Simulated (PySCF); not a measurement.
**What settings do to a single point of HfH4**

The sound run of HfH4 (singlet) uses PySCF 2.14.0, RKS PBE, Hf def2-SVP with ECP60, H def2-SVP; non-relativistic Hamiltonian with scalar-relativistic core potentials where named; density fitting; no spin-orbit coupling, grid (50, 194), threshold 1e-8 Eh and 55 cycles, at the relaxed geometry:

```xyz
5

Hf    0.0000    0.0000    0.0000
H     1.5143    0.0000    1.0693
H     0.0000    1.5143   -1.0693
H    -1.5143    0.0000    1.0693
H     0.0000   -1.5143   -1.0693
```

There Hf1 has a Mulliken charge of 1.00 e and the dipole about the centre of mass is 0.00 D. Each run below changes one thing and starts from free metal ions and neutral atoms unless it says otherwise; with 55 cycles, smearing, a level shift and second-order steps follow where DIIS fails, and their cycles count. Energy shifts count from the sound run.

```tsv
change	outcome	cycles	energy shift (eV)	largest force component (eV/Å)	charge on Hf1 (e)	dipole about the centre of mass (D)
threshold 0.001	converged	4	0.0002	0.00	0.99	0.00
grid (40, 110)	converged	7	-0.0020	0.01	1.00	0.00
```

(1) One further run converged with energy shift (eV) 31.08, largest force component (eV/Å) 107.80, charge on Hf1 (e) 1.16, dipole about the centre of mass (D) 3.16. Which change was it?
A. all coordinates × 1.12
B. H5 put 0.8 Å from Hf1, limit 73 cycles
C. start from the bare core Hamiltonian, limit 79 cycles

(2) And the other changes listed?

Unsound on purpose, so not properties of the compound: H5 put 0.8 Å from Hf1, limit 73 cycles.

Forces carry noise of the integration grid, about 0.01 to 0.03 eV/Å.

Answers

(1) B.

(2) 
```
                                               change    outcome  cycles  energy shift (eV)  largest force component (eV/Å)  charge on Hf1 (e)  dipole about the centre of mass (D)
start from the bare core Hamiltonian, limit 79 cycles  converged       9             0.0000                            0.00               1.00                                 0.00
                               all coordinates × 1.12  converged       8               0.87                            1.41               0.96                                 0.00
```
